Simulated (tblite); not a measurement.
C4H2N4.
SMILES: `n1c(C#N)nccn1`

All values are computed: GFN2-xTB (tblite) harmonic vibrations without scaling, gas phase. Against measured fundamentals such values can be off by several per cent, at times by over 20.

Harmonic wavenumbers (cm⁻¹): 60.5, 145.9, 208.3, 299.9, 491.1, 533.3, 540.4, 625.7, 769.7, 813.8, 823.4, 916.8, 1045.0, 1092.7, 1129.5, 1153.2, 1247.4, 1332.5, 1366.4, 1489.8, 1518.9, 2386.2, 3059.7, 3094.2.

A = 6303, B = 1693, C = 1334 MHz; mass 106.028 u (most abundant isotopes); point group Cs, symmetry number 1.

**Question.** What is the zero-point energy?

**Answer.** Half the sum of the wavenumbers: 13072 cm⁻¹ = 37.38 kcal/mol.

**Question.** Give the ideal-gas entropy at 400 K and 1 bar in the rigid-rotor, harmonic-oscillator model (classical rotation).

**Answer.** Translation 41.38, rotation 28.39, vibration 19.49: S = 89.3 cal/(mol K).

**Question.** And Cp and H(400 K) − H(0)?

**Answer.** Cp = 29.57 cal/(mol K), of which vibrations give 21.62 (their classical limit is 24 R = 47.7); H(400 K) − H(0) = 7.38 kcal/mol without the zero-point energy, 4.21 from vibrations.

**Question.** How do the functions run with temperature in this model?

**Answer.** 
```csv
T (K),S (cal/(mol K)),Cp (cal/(mol K)),H − H(0) (kcal/mol),G − H(0) (kcal/mol),ln q(vib)
150,68.2,15.5,1.73,-8.50,1.33
250,77.4,21.2,3.56,-15.80,2.57
298.15,81.4,24.0,4.65,-19.62,3.19
600,102.9,37.6,14.16,-47.57,7.17
900,119.6,44.4,26.57,-81.04,10.96
```

q(vib) and H(0) count from the zero-point level.

**Question.** Blend soft modes into free rotors: weight 1/[1 + (100 cm⁻¹/ν̃)⁴] for the oscillator and the rest for a rotor with moment μB/(μ + B), μ = h/(8π²ν), B = 10⁻⁴⁴ kg m². What vibrational entropy results?

**Answer.** 18.18 cal/(mol K) in place of 19.49, which changes −T·S at 400 K by +0.52 kcal/mol.

**Question.** What must be added to the electronic energy to get the Gibbs energy at 400 K and 1 bar?

**Answer.** ZPE + [H(400 K) − H(0)] − T·S = 37.38 + 7.38 − 35.70 = 9.06 kcal/mol.

Hindered rotation and anharmonicity are outside this model.
